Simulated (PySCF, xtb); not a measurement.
CH7ClN2Si2, SMILES N[Si@]1(Cl)NC[SiH2]1. One conformer was computed; it need not be the lowest.

Harmonic wavenumbers (cm⁻¹) from GFN2-xTB (xtb) at its own minimum, in rising order: 71, 103, 159, 181, 193, 261, 350, 364, 431, 444, 464, 494, 512, 607, 700, 761, 774, 788, 839, 923, 1067, 1135, 1163, 1325, 1498, 1504, 2197, 2225, 2888, 2925, 3466, 3483, 3527.

### Question
What does PBE-D3(BJ)/def2-SVP (PySCF) give at its own minimum? (An estimate is asked for; the answer gives what the named calculation found.)

### Answer
95, 103, 188, 209, 228, 331, 344, 384, 411, 442, 506, 524, 563, 637, 690, 771, 810, 828, 885, 910, 1023, 1107, 1138, 1281, 1428, 1471, 2146, 2164, 2936, 2985, 3481, 3498, 3605. Paired by order, the mean absolute difference is 34 cm⁻¹ and the zero-point energies are 54.1 and 54.5 kcal/mol.
